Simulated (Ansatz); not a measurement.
Which is lower?

Two relaxed structures of CH₄SSe, closed shell (PBE0-D4/def2-TZVP; forces vanish, vibrations not checked).

A:

C1  (-0.573, 0.765, -0.297)
S2  (-0.516, -0.456, 1.030)
Se3  (0.813, -1.987, 0.228)
H4  (-0.917, 0.315, -1.227)
H5  (0.399, 1.235, -0.441)
H6  (-1.294, 1.521, 0.025)
H7  (2.087, -1.394, 0.682)
(Å)

B:

```
7
angstrom
C -0.4643 0.6452 -0.2927
S -0.3763 0.4373 1.2919
Se 0.9544 -2.9132 -0.3232
H -0.8419 1.5684 -0.7315
H -0.1490 -0.1324 -0.9911
H 2.3369 -2.4231 -0.3342
H 0.5583 -1.8780 0.6559
```

Ansatz 0.2.0; basis: def2-TZVPP; cores frozen in the correlated methods. Filled d shells of the heavier atoms are correlated. The def2 sets are not built for correlating such inner shells, so the correlated values are less sure here. B3LYP uses VWN-RPA correlation.

(1) Which structure is lower at CCSD(T), and by how much? (To be estimated.)

T1 diagnostic: at most 0.013. The restricted Hartree–Fock reference is unstable towards an unrestricted one at one or more of these structures.

## Answers

(1) By the calculation: A, by 115.9 kJ/mol (electronic energy, against the other). By their contacts, A is CH₄SSe ([CH3][S][SeH]) and B is a complex of CH₂S ([CH2][S]) + H₂Se.

All methods give the same order:

```
   method  E(B) − E(A) (kJ/mol)
   PBE-D4                 137.4
r2SCAN-D4                 139.5
  PBE0-D4                 146.5
 B3LYP-D4                 126.7
  wB97M-V                 132.2
       HF                 122.6
      MP2                 126.0
     CCSD                 119.0
  CCSD(T)                 115.9
```

Labels in which every atom is bracketed show which atoms are joined, not bond orders.

For scale, one of the runs: CCSD(T)/def2-TZVPP, 177 basis functions, launched by `ansatz run in.yaml --threads 2 --pin off --events-out ev --progress --plain --max-ram 4352MiB`. Hardware: 2 CPU threads of an Arm Neoverse V1, shared host. Wall time 62 s; peak host memory 1.6 GiB.
